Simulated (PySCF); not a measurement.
CBr, charge +2, doublet, geometry from GFN2-xTB of the parent state (a state made from the parent by changing its charge; the spin is typed, not shown lowest); B3LYP/cc-pVDZ run with PySCF.

The PySCF input:
```python
from pyscf import gto, scf, dft

mol = gto.M(
    atom='''
C    -0.00000000   -0.00000000   -1.50332834
Br    0.00000000    0.00000000    0.25771343
''',
    basis='cc-pvdz',
    charge=2,
    spin=1,
    verbose=4,
)

mf = dft.ROKS(mol)
mf.xc = 'b3lyp'
mf.kernel()
```

The log (banner, timings and long lists left out):

```
PySCF version 2.14.0

[INPUT] verbose = 4
[INPUT] num. atoms = 2
[INPUT] num. electrons = 39
[INPUT] charge = 2
[INPUT] spin (= nelec alpha-beta = 2S) = 1
[INPUT] symmetry False subgroup None
[INPUT] Mole.unit = angstrom
[INPUT] Symbol           X                Y                Z      unit          X                Y                Z       unit  Magmom
[INPUT]  1 C      0.000000000000   0.000000000000  -1.503328340000 AA    0.000000000000   0.000000000000  -2.840878837897 Bohr   0.0
[INPUT]  2 Br     0.000000000000   0.000000000000   0.257713430000 AA    0.000000000000   0.000000000000   0.487007801322 Bohr   0.0

nuclear repulsion = 63.1031110029832
number of shells = 11
number of NR pGTOs = 103
number of NR cGTOs = 41
basis = cc-pvdz
ecp = {}

******** <class 'pyscf.dft.roks.ROKS'> ********
method = ROKS
initial guess = minao
damping factor = 0
level_shift factor = 0
DIIS = <class 'pyscf.scf.diis.CDIIS'>
diis_start_cycle = 1
diis_space = 8
diis_damp = 0
SCF conv_tol = 1e-09
SCF conv_tol_grad = None
SCF max_cycles = 50
direct_scf = True
direct_scf_tol = 1e-13
num. doubly occ = 19  num. singly occ = 1
XC library pyscf.dft.libxc version 7.1.2
    S. Lehtola, C. Steigemann, M. J. T. Oliveira, and M. A. L. Marques,  SoftwareX 7, 1–5 (2018)
XC functionals = b3lyp
    P. J. Stephens, F. J. Devlin, C. F. Chabalowski, and M. J. Frisch,  J. Phys. Chem. 98, 11623 (1994)
radial grids:
    Treutler-Ahlrichs [JCP 102, 346 (1995); DOI:10.1063/1.469408] (M4) radial grids

becke partition: Becke, JCP 88, 2547 (1988); DOI:10.1063/1.454033
pruning grids: <function nwchem_prune>
grids dens level: 3
symmetrized grids: False
atomic radii adjust function: <function treutler_atomic_radii_adjust>
small_rho_cutoff = 0
Set gradient conv threshold to 3.16228e-05
tot grids = 34544
init E= -2611.19975613176
  HOMO = -0.313850715396059  LUMO = -0.132026704800796  gap/eV = 4.94768
cycle= 1 E= -2610.80485498225  delta_E= 0.395  |g|= 0.656  |ddm|= 1.08
  HOMO = -1.12933827978947  LUMO = -0.884056074640085  gap/eV = 6.67447
cycle= 2 E= -2608.92806836611  delta_E= 1.88  |g|=  2.3  |ddm|= 1.73

WARN: HOMO -0.160683468233491 >= LUMO -1.01397092561492

cycle= 3 E= -2609.86189506063  delta_E= -0.934  |g|= 0.841  |ddm|= 1.99
  HOMO = -0.997416991779356  LUMO = -0.808049942394115  gap/eV = 5.15294
cycle= 4 E= -2610.78995402229  delta_E= -0.928  |g|= 0.695  |ddm|= 1.65
  HOMO = -0.983704343883936  LUMO = -0.78322433333528  gap/eV = 5.45534
cycle= 5 E= -2610.99498794104  delta_E= -0.205  |g|= 0.114  |ddm|= 0.943
  HOMO = -0.970740478160589  LUMO = -0.769845536053811  gap/eV = 5.46663
cycle= 6 E= -2611.00077060128  delta_E= -0.00578  |g|= 0.0475  |ddm|= 0.107
  HOMO = -0.960964026412292  LUMO = -0.765183434595681  gap/eV = 5.32746
cycle= 7 E= -2611.00143803557  delta_E= -0.000667  |g|= 0.0337  |ddm|= 0.0302
  HOMO = -0.957927578083093  LUMO = -0.763926392171578  gap/eV = 5.27904
cycle= 8 E= -2611.00168179318  delta_E= -0.000244  |g|= 0.0265  |ddm|= 0.0198
  HOMO = -0.957519765947684  LUMO = -0.764043336577647  gap/eV = 5.26476
cycle= 9 E= -2611.00185743987  delta_E= -0.000176  |g|= 0.0159  |ddm|= 0.00953
  HOMO = -0.957738223023275  LUMO = -0.764535188775418  gap/eV = 5.25732
cycle= 10 E= -2611.00193695544  delta_E= -7.95e-05  |g|= 0.00711  |ddm|= 0.00577
  HOMO = -0.958176004534774  LUMO = -0.764884805529212  gap/eV = 5.25972
cycle= 11 E= -2611.00195686174  delta_E= -1.99e-05  |g|= 0.000435  |ddm|= 0.00428
  HOMO = -0.958192186626931  LUMO = -0.764907925906389  gap/eV = 5.25953
cycle= 12 E= -2611.00195692093  delta_E= -5.92e-08  |g|= 0.00015  |ddm|= 0.000171
  HOMO = -0.95818800253646  LUMO = -0.764907535286301  gap/eV = 5.25943
cycle= 13 E= -2611.00195692941  delta_E= -8.48e-09  |g|= 4.77e-06  |ddm|= 0.0001
  HOMO = -0.95818911345501  LUMO = -0.764908292802984  gap/eV = 5.25944
cycle= 14 E= -2611.00195692942  delta_E= -1.27e-11  |g|= 1.17e-06  |ddm|= 7.16e-06
  HOMO = -0.958188575178413  LUMO = -0.764907857107486  gap/eV = 5.25944
Extra cycle  E= -2611.00195692942  delta_E= 6.37e-12  |g|= 4.2e-06  |ddm|= 2.86e-06
converged SCF energy = -2611.00195692942
```
